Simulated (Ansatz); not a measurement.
WO2F2. The state is a singlet with charge 0. Geometry PBE-D4/def2-SVP, basis def2-TZVP, Ansatz.

| run | HOMO (eV) | LUMO (eV) |
| --- | --- | --- |
| A | -9.41 | -3.23 |
| B | -8.16 | -3.56 |
| C | -9.17 | -3.25 |
| D | -12.16 | -0.66 |
| E | -9.56 | -3.12 |
| F | -8.43 | -3.88 |

In the def2 sets W takes a core potential; there is no spin–orbit coupling. B3LYP takes the VWN-RPA correlation. HSE06 is defined as in plane-wave codes, on full-range PBE exchange.

Question: The runs used B3LYP, HSE06, LDA (SPW92), PBE, r2SCANh, ωB97M-V. Estimate which is which.

Answer: A HSE06 (range-separated); B PBE (0 % exact exchange); C r2SCANh (10 % exact exchange); D ωB97M-V (range-separated); E B3LYP (20 % exact exchange); F LDA (SPW92) (0 % exact exchange). Exact exchange lowers occupied and raises empty levels; among semilocal functionals meta-GGAs tend to open the gap a little, and such runs are hard to tell apart. The gap grows from 4.55 eV (LDA (SPW92)) to 11.50 eV (ωB97M-V).
